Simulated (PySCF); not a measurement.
# What a mistake does to a calculation on BClGeH5Si cation

These are calculations, not measurements. They come from PySCF 2.14.0, an open-source quantum chemistry program, on an isolated molecule that a program drew, which may never have been made. The molecule is BClGeH5Si cation (charge +1, singlet), drawn as the SMILES string `[SiH3][BH][GeH+][Cl]`.

Each row is a Hartree-Fock (HF) and frozen-core CCSD(T) single point in the cc-pV(D+d)Z basis, meant for a local HF minimum. Run 1 is clean. Each other run has one planted mistake out of seven kinds, and not every kind appears here: one electron removed, one electron added, multiplicity raised by two, geometry at a saddle point, minimal basis STO-3G, one bond length entered in bohr, all coordinates scaled. The reference is restricted for singlets and unrestricted otherwise, and also for a bond in bohr. Adding or removing an electron swaps singlet and doublet. Electrons count all cores. HOMO and LUMO are orbital energies over both spins, the gradient is its largest component, and the lowest frequency (negative if imaginary) is given only where the gradient is small. Bond lengths are over the 8 bonds as drawn. T1 is the CCSD diagnostic: over 0.02 (restricted) or 0.045 (unrestricted) a single reference is doubtful. Germanium has the cc-pVDZ-PP basis, with a core potential (ECP10MDF) in place of its 10 inner electrons, and its 3s, 3p and 3d shells are frozen in CCSD(T).

Geometry of the clean run:
```xyz
9
BClGeH5Si cation, angstrom
Si   -2.4307    2.6458   -0.7345
B    -1.7027    0.9348    0.1631
Ge    0.1141    0.0490   -0.3576
Cl    0.1090   -1.3213   -1.9265
H    -1.4447    3.1693   -1.6992
H    -2.6674    3.5918    0.3713
H    -3.6734    2.2169   -1.4030
H    -2.2694    0.3238    1.0169
H     1.5225    0.2536    0.1672
```

```
run,electrons,basis functions,<S^2>,HOMO (eV),LUMO (eV),gradient (hartree/bohr),lowest frequency (cm^-1),mean bond (Å),longest bond (Å),T1,HF (hartree),CCSD(T) (hartree),mistake
1,72,108,0.000,-16.07,-5.25,1.6e-05,27,1.6712,2.087,0.0165,-1069.14283,-1069.60685,no fault
2,73,108,0.769,-6.89,0.37,3.1e-02,-,1.6712,2.087,0.0226,-1069.36577,-1069.83787,one electron added
3,71,108,0.768,-22.07,-13.53,7.9e-02,-,1.6712,2.087,0.0336,-1068.59883,-1069.04521,one electron removed
4,72,108,0.828,-13.55,-5.25,7.2e-03,-,1.8353,2.788,0.0458,-1069.02937,-1069.48298,one bond length entered in bohr
5,72,108,2.029,-12.34,-8.39,4.4e-02,-,1.6712,2.087,0.0422,-1069.01124,-1069.47000,multiplicity raised by two
6,72,108,0.000,-16.14,-5.18,1.2e-02,-,1.6428,2.052,0.0161,-1069.14051,-1069.60340,?
```

**Which mistake was planted in run 6, and what did it cost?**

The mean and the longest bond both change by the same factor, 0.983, and the gradient is no longer small. So the mistake is: all coordinates scaled. Subtracting run 1 and multiplying by 627.51 kcal/mol a hartree, the energy moved by 1.5 kcal/mol in HF and 2.2 kcal/mol in CCSD(T).

Cautions from the logs. Run 4: T1 is over the limit, so its CCSD(T) energy is less reliable.
